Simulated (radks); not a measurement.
Question: Radial electron density D(r) = 4 pi r^2 rho(r) of an atom or ion with 38 electrons. Calculated with a radial shooting solver on a logarithmic mesh with Libxc functionals: Dirac Kohn-Sham, B86b exchange with PBE correlation, spin-unpolarised, spherical densities, finite nucleus; Fermi nuclear charge, rms radius of each element as measured or else 0.836 A^(1/3) + 0.57 fm.

```
   r/bohr * D(r) (the largest magnitude, 59.9, reaches the edge; | marks zero)
 0.003769 |      *
 0.004947 |         *
 0.006493 |              *
 0.008591 |                     *
  0.01128 |                            *
   0.0148 |                                    *
  0.01943 |                                           *
   0.0255 |                                              *
  0.03374 |                                            *
  0.04429 |                                       *
  0.05813 |                                      *
  0.07631 |                                             *
    0.101 |                                                      *
   0.1325 |                                                      *
   0.1739 |                                          *
   0.2283 |                                 *
   0.2997 |                                      *
   0.3965 |                                        *
   0.5205 |                            *
   0.6832 |             *
   0.8967 |        *
    1.186 |       *
    1.557 |     *
    2.044 | *
    2.683 |*
    3.522 *
     4.66 *
    6.116 *
```

What is the nuclear charge?

Answer: Z = 40. The innermost maximum, from 1s, lies near gamma/Z bohr with gamma = sqrt(1 - (Z/c)^2) = 0.956, here 0.0239 bohr (found: 0.0261), and its height grows with Z. The density is that of the zirconium ion Zr2+ in [Kr] 4d2; the configuration itself is not fixed sharply by these data, and Z only to a few units. D(r) has 3 maxima, at r = 0.0261, 0.116, 0.366 bohr, and minima at 0.0528, 0.236 bohr, inside which lie 2.06, 11.10 electrons.
